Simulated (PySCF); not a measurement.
## A small calculation by hand: entropy of an ideal gas

H6S, SMILES [H][S@OH27]([H])([H])([H])([H])[H].

Geometry: PBE-D3(BJ)/def2-TZVP.

PySCF with PBE-D3(BJ)/def2-TZVP gives the harmonic wavenumbers 1306, 1306, 1306, 1326, 1326, 1326, 1334, 1334, 1334, 1888, 1888, 1988, 1988, 1988, 2175 cm⁻¹ and the rotational temperatures 2.9446, 2.9446, 2.9446 K. The molar mass is 38.11 g/mol, the symmetry number 24, the spin multiplicity 1.

Problem. Work out the entropy at 298.15 K and 1 atm in the rigid-rotor, harmonic-oscillator model.

Solution. 
Translation (Sackur–Tetrode at 1 atm): S = R[1.5 ln M + 2.5 ln T − 1.16487] = 154.1 J/(mol K).
Rotation: q = (√π/σ) T^1.5/√(θA θB θC) = 75.2, S = R[ln q + 3/2] = 48.4 J/(mol K).
Vibration: with u = 1.4388 ν/T, each mode gives R[u/(e^u − 1) − ln(1 − e^−u)]:
| ν (cm⁻¹) | modes | u | S (J/(mol K)) |
|---|---|---|---|
| 1306 | 3 | 6.30 | 0.33 |
| 1326 | 3 | 6.40 | 0.31 |
| 1334 | 3 | 6.44 | 0.30 |
| 1888 | 2 | 9.11 | 0.02 |
| 1988 | 3 | 9.59 | 0.02 |
The stiffer modes add less than 0.005 each. Sum 1.0 J/(mol K).
Spin: R ln 1 = 0.0 J/(mol K).
Total 203.5 J/(mol K); the program's own thermochemistry gives 203.5. Translation makes up 76 % and vibration 0 %. Anharmonicity, hindered rotation and orbital degeneracy are left out.
